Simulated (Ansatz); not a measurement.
Input file for Ansatz (a first-principles code): R-CCSD(T)/aug-cc-pV(T+d)Z on BH4P (SMILES BP), atoms moved off the minimum. Files ending in .json are basis or fitting sets from the Basis Set Exchange.

Ansatz 0.2 input:
```yaml
crystal:
  periodic: [false, false, false]
  atoms:
    - {symbol: B, position_ang: [0.11470194, -0.39102979, -1.31498875]}
    - {symbol: H, position_ang: [-0.69880567, -0.08177183, -2.11572933]}
    - {symbol: H, position_ang: [0.95337239, -1.30427816, -1.57984644]}
    - {symbol: P, position_ang: [-0.05782044, 0.17834762, 0.60386770]}
    - {symbol: H, position_ang: [-0.31432507, 1.52135871, 0.45711004]}
    - {symbol: H, position_ang: [1.11430887, 0.12134716, 1.07022099]}
basis:
  gaussian:
    orbitals: aug-cc-pV_T+d_Z.json
magnetization: {spin_polarized: false}
correlation: {method: ccsd_t, electrons: outside_noble_gas}
scf: {lower_state_search: off}
output: {forces: true}
```

Output:

```
WARN ansatz: RAYON_NUM_THREADS=1 ignored (pool sized by the plan → 1); use --threads N
Functional definition: HF
these checks for a lower state are left out or cut short: starts, cluster_reference, orbital_swaps, neighbouring_geometries, increment
integrals: 0.74 GiB planned
1084 factors; integrals over basis functions are off by at most 1.3e-3 eV
mean field: 0.44 GiB planned
mean field evaluation 1: about -10005.3983 eV, gradient 1.4e1 eV
mean field evaluation 2: about -10005.3985 eV, gradient 1.4e1 eV
mean field evaluation 4: about -10006.5218 eV, gradient 1.5e0 eV
mean field evaluation 8: about -10006.5386 eV, gradient 5.1e-4 eV
mean field -10006.53861520 eV, -367.7335114330 hartree, gradient 3.1e-6 eV, S^2 0.000000; 0 other end points of the search recorded, 0 dependent functions left out
6 core orbitals not correlated
reference -10006.53861520 eV, -367.7335114330 hartree; 6, 6 occupied and 181, 181 virtual orbitals, 1084 factors
densities: 1.88 GiB planned
second order -7.25373855 eV of doubles, -0.00000000 eV of singles
coupled cluster: 2.02 GiB planned
cycle   1  -7.99076449 eV  change   -7.4e-1 eV  update   7.3e-2
cycle   2  -8.26424855 eV  change   -2.7e-1 eV  update   2.5e-2
cycle   3  -8.30699426 eV  change   -4.3e-2 eV  update   1.4e-2
cycle   4  -8.30361767 eV  change    3.4e-3 eV  update   6.0e-3
cycle   5  -8.30154788 eV  change    2.1e-3 eV  update   2.7e-3
cycle   6  -8.30169276 eV  change   -1.4e-4 eV  update   9.7e-4
cycle   7  -8.30189592 eV  change   -2.0e-4 eV  update   2.8e-4
cycle   8  -8.30196332 eV  change   -6.7e-5 eV  update   1.1e-4
cycle   9  -8.30194572 eV  change    1.8e-5 eV  update   4.7e-5
cycle  10  -8.30193795 eV  change    7.8e-6 eV  update   1.9e-5
cycle  11  -8.30194144 eV  change   -3.5e-6 eV  update   7.3e-6
cycle  12  -8.30194341 eV  change   -2.0e-6 eV  update   2.7e-6
perturbative correction -0.32766328 eV, -0.0120414033 hartree
the calculation of the forces begins
Total energy: -10015.16822189 eV, -368.0506436296 hartree
Atom 0 at     0.114702    -0.391030    -1.314989 Å, force     0.946569    -0.993498     1.648020 eV/Å
Atom 1 at    -0.698806    -0.081772    -2.115729 Å, force    -0.067665     0.255695    -0.075242 eV/Å
Atom 2 at     0.953372    -1.304278    -1.579846 Å, force    -0.936091     1.133894     0.293313 eV/Å
Atom 3 at    -0.057820     0.178348     0.603868 Å, force    -4.293506    -1.288315    -3.467759 eV/Å
Atom 4 at    -0.314325     1.521359     0.457110 Å, force     0.071547     0.796842     0.076695 eV/Å
Atom 5 at     1.114309     0.121347     1.070221 Å, force     4.279146     0.095382     1.524974 eV/Å
Dipole moment:     0.103925     0.126551     0.003107 e Å
Checks for a lower state left out: starts, cluster_reference, orbital_swaps, neighbouring_geometries, increment
```

Self-consistency was reached.

Cost: roughly 10 core-minutes.
